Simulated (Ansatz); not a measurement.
Reaction (silylene formation by 1,1-elimination): `C[SiH2][SiH2]Cl` → `[SiH3]Cl` + `C[SiH]`

Calculated with Ansatz (gas phase, PBE0-D4/def2-TZVP geometries, no zero-point term in ΔE). CCSD(T)/CBS is frozen-core, at the limit of the def2 triple- and quadruple-zeta sets. Functionals use def2-TZVPP. HSE06 is defined as in plane-wave codes. One conformer a species, not always the lowest.

(1) Is it downhill or uphill in electronic energy at CCSD(T)/CBS, and by how much? (An estimate is asked.)

(2) What do these levels give: BHLYP-D4, r2SCAN, PBE0, r2SCAN0, HSE06, CCSD(T)/def2-SVP? (An estimate is asked.)

Largest T1 diagnostic among the species: 0.012.

Results:

(1) Ansatz gave: Uphill: ΔE = +237.2 kJ/mol.

(2) Computed: BHLYP-D4 239.8, r2SCAN 253.1, PBE0 245.0, r2SCAN0 254.0, HSE06 245.0, CCSD(T)/def2-SVP 218.1 kJ/mol.

The D4 term adds +16.1 kJ/mol with B3LYP and +9.2 kJ/mol with PBE0; it sums over pairs of atoms, weighted by their polarisabilities, and B3LYP, whose exchange is more repulsive, gets the larger term. In def2-TZVPP, CCSD(T) changes the Hartree–Fock value by +19.3 kJ/mol (the triples alone add +4.6 kJ/mol) and MP2 by +32.9 kJ/mol. At CCSD(T), def2-SVP lies −19.2 kJ/mol from the extrapolated value and def2-TZVPP −9.3 kJ/mol.

B3LYP here is the variant with VWN-RPA as its local correlation; programs differ in this.
